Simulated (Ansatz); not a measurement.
A search over several starts for the lowest SCF solution of trans-PdH(PF3)2Br (P2PdHBrF6) at the given spin, in a small basis.

```yaml
crystal:
  periodic: [false, false, false]
  atoms:
    - {symbol: Pd, position_ang: [0.196647, -0.001472, -0.055164]}
    - {symbol: H, position_ang: [0.946813, 0.023163, 1.399835]}
    - {symbol: P, position_ang: [0.144075, 2.280947, -0.292740]}
    - {symbol: F, position_ang: [-0.338900, 3.031064, 1.001490]}
    - {symbol: F, position_ang: [-0.741387, 3.044135, -1.355491]}
    - {symbol: F, position_ang: [1.514187, 3.038214, -0.519080]}
    - {symbol: Br, position_ang: [-2.244518, 0.016575, 0.563291]}
    - {symbol: P, position_ang: [0.133102, -2.290960, -0.207862]}
    - {symbol: F, position_ang: [-0.357013, -2.990190, 1.111940]}
    - {symbol: F, position_ang: [1.500209, -3.062477, -0.402166]}
    - {symbol: F, position_ang: [-0.753205, -3.088998, -1.244053]}
basis:
  gaussian: {orbitals: def2-SVP, initial_orbitals: start.molden}
magnetization: {spin_polarized: true, initial_magnetization: 2}
hamiltonian: {xc: pbe0, dispersion: d4}
output: {orbitals: {seedname: orbitals}}
```

The file start.molden holds the orbitals of an earlier run on this structure, at another level or in another basis.

```sh
$ ansatz run in.yaml --threads 4 --pin off --events-out ev --progress --plain --max-ram 8704MiB
```

It prints (some lines left out):

```
Functional definition: PBE0
1764 factors; integrals over basis functions are off by at most 6.8e-4 eV
mean field evaluation 1: about -108367.9536 eV, gradient 4.8e-1 eV
mean field evaluation 2: about -108368.1589 eV, gradient 2.9e-4 eV
mean field evaluation 4: about -108368.1589 eV, gradient 1.4e-5 eV
mean field evaluation 8: about -108367.6225 eV, gradient 8.8e0 eV
mean field evaluation 16: about -108368.1589 eV, gradient 5.2e-2 eV
mean field evaluation 32: about -108367.3247 eV, gradient 5.2e0 eV
mean field -108368.15892058 eV, -3982.4563857549 hartree, gradient 1.4e-5 eV, S^2 2.008111; 3 other end points of the search recorded, 0 dependent functions left out
reference -108368.15897033 eV, -3982.4563875832 hartree; 70, 68 occupied and 118, 120 virtual orbitals, 1764 factors
Total energy: -108368.54507537 eV, -3982.4705766817 hartree
```

Hardware: 4 threads of Arm Neoverse N1 on a shared host. Wall time 26 s, peak host memory 1 GiB.

In the def2 sets Pd takes a core potential; there is no spin–orbit coupling. The name describes the singlet; other states may take another shape. At PBE0-D4/def2-TZVP a singlet of charge 0 lies 2.03 eV below the triplet, each at its own geometry.
